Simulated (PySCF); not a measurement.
Species: CH5GeNO.
Structure used (PBE0-D3(BJ)/def2-SVP), in Å, numbered top down from 1:
```
atom  x, y, z in Å
N1     1.3097    0.6801   -0.5788
C2     1.1891   -0.4254    0.0284
O3     0.0126   -0.8616    0.4429
Ge4   -1.3935    0.2611    0.0645
H5     2.2766    0.8787   -0.8309
H6     2.0052   -1.1271    0.2789
H7    -1.5497    0.3961   -1.4526
H8    -2.5460   -0.5480    0.6792
H9    -1.1956    1.5944    0.7908
```

Theory: PySCF, PBE0-D3(BJ)/def2-SVP geometry optimisation, gas phase.

Take the most abundant isotopes and a rigid rotor. The values belong to one conformer with, in the numbering `[H]/[N:1]=[CH:2]/[O:3][GeH3:4]`, N1–C2–O3–Ge4 0°.

What are A, B and C (MHz)?

Ia = 38.39, Ib = 168.87, Ic = 200.61 u·Å²; 505379 MHz·u·Å²/I gives A = 13165, B = 2993, C = 2519 MHz.

What kind of rotor is it?

A near-prolate asymmetric top. Ray's parameter κ = (2B − A − C)/(A − C) = -0.911; −1 is the prolate and +1 the oblate limit.

What does the inertial defect say?

Not planar: Δ = Ic − Ia − Ib = -6.65 u·Å². For a rigid frame Δ = −2 Σ m c², so Σ m c² = 3.32 u·Å² lies off the ab plane, practically all of it from hydrogen. The atom farthest from that plane is 1.29 Å away.

Give the other two planar moments, Paa and Pbb, and the rms extents of the mass along the axes.

Paa = Σ m a² = (Ib + Ic − Ia)/2 = 165.54 and Pbb = Σ m b² = (Ia + Ic − Ib)/2 = 35.06 u·Å². With the mass M = 120.96 u, the rms extents √(P/M) along a, b and c are 1.17, 0.54, 0.17 Å.

Where do the levels up to J = 5 lie, in MHz?

Above 0(0,0):
J = 1: 1(0,1) 5512, 1(1,1) 15684, 1(1,0) 16158
J = 2: 2(0,2) 16520, 2(1,2) 26235, 2(1,1) 27656, 2(2,1) 58172, 2(2,0) 58189
J = 3: 3(0,3) 32992, 3(1,3) 42051, 3(1,2) 44892, 3(2,2) 74709, 3(2,1) 74789, 3(3,1) 126764, 3(3,0) 126764
J = 4: 4(0,4) 54879, 4(1,4) 63121, 4(1,3) 67854, 4(2,3) 96744, 4(2,2) 96985, 4(3,2) 148843, 4(3,1) 148846, 4(4,1) 221678, 4(4,0) 221678
J = 5: 5(0,5) 82122, 5(1,5) 89430, 5(1,4) 96523, 5(2,4) 124268, 5(2,3) 124827, 5(3,3) 176455, 5(3,2) 176465, 5(4,2) 249274, 5(4,1) 249274, 5(5,1) 342923, 5(5,0) 342923
Those of J = 1 are B + C, A + C and A + B.

Which lines would a microwave search look for?

The dipole components are |μa| = 0.67 D, |μb| = 0.08 D, |μc| = 0.00 D; the mirror of this Cs structure is the ab plane, so μc vanishes by symmetry (the 0.01 D computed is a residue) and there are no c-type lines. Intensities carry the squares of the components, which stand as 1.00 : 0.01 (a : b). Some lines, for components of 0.1 D or more:

```csv
type,branch,"J(Ka,Kc)",MHz,lower level (cm⁻¹)
a,Q,"1(1,0) ← 1(1,1)",474,0.523
a,Q,"2(1,1) ← 2(1,2)",1421,0.875
a,Q,"4(1,3) ← 4(1,4)",4733,2.105
a,R,"1(0,1) ← 0(0,0)",5512,0.000
a,R,"2(1,2) ← 1(1,1)",10551,0.523
a,R,"2(0,2) ← 1(0,1)",11008,0.184
a,R,"2(1,1) ← 1(1,0)",11498,0.539
a,R,"3(1,3) ← 2(1,2)",15816,0.875
a,R,"3(0,3) ← 2(0,2)",16472,0.551
a,R,"3(2,2) ← 2(2,1)",16536,1.940
a,R,"3(1,2) ← 2(1,1)",17236,0.922
a,R,"4(0,4) ← 3(0,3)",21888,1.100
a,R,"4(2,3) ← 3(2,2)",22036,2.492
a,R,"4(3,2) ← 3(3,1)",22079,4.228
a,R,"4(3,1) ← 3(3,0)",22082,4.228
a,R,"4(2,2) ← 3(2,1)",22196,2.495
a,R,"4(1,3) ← 3(1,2)",22962,1.497
```

Estimate the classical rotational partition function at 50 K, 200 K and 500 K.

Point group Cs, symmetry number σ = 1; q = (√π/σ)·√((kT/h)³/(ABC)), k/h = 20836.6 MHz/K: 5980 at 50 K, 47900 at 200 K, 189000 at 500 K.

Not checked by PBE0-D3(BJ)/def2-SVP frequencies. Zero-point vibration and centrifugal distortion are left out. A rigid rotor knows nothing of internal rotation, which can split or shift real lines. Quadrupole hyperfine structure (14N) is left out.
